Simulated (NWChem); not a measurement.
Molecule: Si4H9, doublet; SMILES [Si]([SiH3])([SiH3])[SiH3]

All runs: NWChem. Pople sets run with spherical d functions. Spin-unrestricted. In the optimisation the excess spin sits in a (C3, its own frame). Coordinates come from a PBE0/def2-SVP, spin-unrestricted optimisation. Not confirmed as a minimum by frequencies. No stability test was run on the SCF state. Level PBE0/6-31G*: energy and gradient; each run changes one setting, and changes count from the defaults (medium grid, exact Coulomb integrals, symmetry on).

Which setting moves the energy most, and by about how much (defaults; extra-fine grid; coarse grid; tight SCF thresholds and tolerances)?

coarse grid, by about 100 μHa.
```tsv
setting	size of the energy change (μHa)	largest change of a gradient component (μHa/bohr)	time, defaults = 1 (rough)
defaults	< 10	< 30	about 1
tight SCF thresholds and tolerances	< 10	< 30	about 1
coarse grid	100	100	about 1
extra-fine grid	30	< 30	2
```
